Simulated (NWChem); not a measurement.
ZnSH, doublet; SMILES [SH][Zn]

Results from NWChem. Spin-unrestricted. In the optimisation the excess spin sits in a' (Cs, its own frame). Coordinates come from a B3LYP/6-31G* (spherical d), spin-unrestricted optimisation. This spin state was assumed; another may lie lower. No stability test was run on the SCF state. Vertical excitations in the gas phase. Excited states of an open shell can be spin-contaminated.

Q: Predict the results for BHandHLYP/def2-SVP, TDA. Quantities: lowest excitation (eV); oscillator strength of that lowest state; lowest state with f > 0.02 (eV); oscillator strength of that bright state; lowest empty minus highest occupied level, either spin (eV).

A: 
```json
{
  "lowest excitation (eV)": "2.43",
  "oscillator_strength_of_that_lowest_state": "0.002",
  "lowest state with f > 0.02 (eV)": "4.16",
  "oscillator_strength_of_that_bright_state": "0.126",
  "lowest empty minus highest occupied level, either spin (eV)": "4.26"
}
```
